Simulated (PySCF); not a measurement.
Dipole response of Ge⁺ (germanium, charge +1)

[Ar] 3d10 4s2 4p1, 2P determinant. All numbers are calculated (PySCF 2.14, scalar relativity by spin-free X2C-1e, in aug-cc-pVQZ-DK (8s7p5d3f2g, 93 functions)). Coupled (time-dependent) response in atomic units; α is the mean over directions.

```csv
method,mean α (bohr³),"α xx, yy, zz",C₆ (like pair),S(−4)
CAM-B3LYP,18.50,"17.23, 21.04, 17.23",105.0,130.3
```

S(−4) is the Cauchy moment in α(ω) = α(0) + S(−4) ω² + …

Spin-orbit coupling is absent.

α(iu) at CAM-B3LYP:

| u (hartree) | α(iu) (bohr³) |
| --- | --- |
| 0 | 18.50 |
| 0.0500 | 18.18 |
| 0.100 | 17.30 |
| 0.200 | 14.57 |
| 0.300 | 11.67 |
| 0.500 | 7.364 |
| 0.750 | 4.491 |
| 1.00 | 3.030 |
| 1.50 | 1.696 |
| 2.00 | 1.116 |
| 3.00 | 0.6099 |
| 5.00 | 0.2705 |

A single London oscillator, α(iu) = α/(1 + u²/ω²), gives C₆ = (3/4) ω α². Matching the computed C₆ needs ω = 4 × 105.0 / (3 × 18.50²) = 0.409 hartree.

For an ion, C₆ is the dispersion term alone; charge-induced terms of lower order in 1/R come first.

The components differ because the open shell of this determinant is not spherical; for a pure term their mean is the scalar polarisability.
